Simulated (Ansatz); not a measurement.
`O=CBF` + `[OH][InH2]` → `FB[O][InH2]` + `C=O` at 400 K and 1 bar (ligand exchange at a B–C bond).

Computed with Ansatz on PBE0-D4/def2-TZVP structures; ΔE is electronic, products minus reactants. CBS: MP2 limit from def2 TZ/QZ plus the TZ coupled-cluster correction, frozen cores. This one scheme is used for every species. def2 core potentials past Kr. For In outer-core shells are correlated without core-valence functions, which leaves a few kJ/mol of doubt a bond. One conformer a species, not always the lowest.

```json
{"species": "`O=CBF`", "CCSD(T)/CBS energy (Eh)": "-239.02821", "H − E (kJ/mol)": "109.0", "S (J/(mol·K))": "312.6"}
{"species": "`[OH][InH2]`", "CCSD(T)/CBS energy (Eh)": "-266.78179", "H − E (kJ/mol)": "85.2", "S (J/(mol·K))": "295.5"}
{"species": "`FB[O][InH2]`", "CCSD(T)/CBS energy (Eh)": "-391.48685", "H − E (kJ/mol)": "111.3", "S (J/(mol·K))": "360.6"}
{"species": "`C=O`", "CCSD(T)/CBS energy (Eh)": "-114.39408", "H − E (kJ/mol)": "83.9", "S (J/(mol·K))": "229.4"}
```

H − E and S are ideal-gas, rigid-rotor, harmonic terms from PBE0-D4/def2-TZVP, for one conformer and one mirror image of each species. 1 Eh = 2625.50 kJ/mol, R = 8.31446 J/(mol·K).

By hand: ΔE, ΔH, ΔS and ΔG.

ΔE = (-391.48685) + (-114.39408) − (-239.02821) − (-266.78179) = -0.07093 Eh = -186.2 kJ/mol. Δ(H − E) = 111.3 + 83.9 − 109.0 − 85.2 = 1.0, so ΔH = -185.2 kJ/mol. ΔS = 360.6 + 229.4 − 312.6 − 295.5 = -18.1 J/(mol·K). ΔG = -185.2 − 400 × (-18.1)/1000 = -178.0 kJ/mol.

By hand: the equilibrium constant, and the temperature at which ΔG would vanish if ΔH and ΔS stayed fixed.

log₁₀ K = −ΔG/(RT ln 10) = 23.2. ΔG = 0 at ΔH/ΔS = 10232 K, far beyond where these terms or the molecules hold.

ΔH outweighs TΔS. A doubt of 5 kJ/mol in ΔE shifts log₁₀ K by 0.7 here. Other conformers and mirror images would add mixing entropy, several J/(mol·K) or more a flexible species. Modes under 60 cm⁻¹, often nearly free rotors, make the harmonic entropy too high. These are equilibria of isolated gas molecules and say nothing of rates. Largest T1 diagnostic: 0.017 (customary marks: 0.02 for closed shells, 0.045 for open ones).
